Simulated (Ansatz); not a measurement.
Start from `B1OCO1` and change one atom or group to get `[SiH3]B1OCO1`.

Ansatz, PBE0-D4/def2-TZVP geometries, multiplicity 1. 

```csv
property,`B1OCO1`
LUMO energy (PBE0/def2-TZVPP) / eV,0.28
HOMO energy (ωB97M-V/def2-TZVPP) / eV,-11.88
size of the dipole moment (PBE/def2-TZVPP) / D,1.10
HOMO energy (B3LYP/def2-TZVPP) / eV,-9.12
HOMO–LUMO gap (B3LYP/def2-TZVPP) / eV,9.12
HOMO energy (PBE/def2-TZVPP) / eV,-7.74
```

(1) Give the same properties after the change, and the shifts. (Estimate.)

Answers

(1) Computed: 
| property | `[SiH3]B1OCO1` | shift |
| --- | --- | --- |
| LUMO energy (PBE0/def2-TZVPP) / eV | -0.61 | -0.89 |
| HOMO energy (ωB97M-V/def2-TZVPP) / eV | -11.06 | 0.82 |
| size of the dipole moment (PBE/def2-TZVPP) / D | 1.34 | 0.24 |
| HOMO energy (B3LYP/def2-TZVPP) / eV | -8.68 | 0.44 |
| HOMO–LUMO gap (B3LYP/def2-TZVPP) / eV | 7.87 | -1.25 |
| HOMO energy (PBE/def2-TZVPP) / eV | -7.57 | 0.17 |

With PBE0 the HOMO rises by 0.53 eV and the LUMO falls by 0.89 eV, so the gap narrows by about 1.42 eV. PBE moves the HOMO by 0.17 eV and ωB97M-V by 0.82 eV. Dipoles are sizes alone; their direction can turn.

B3LYP here is the variant with VWN-RPA as its local correlation; programs differ in this.
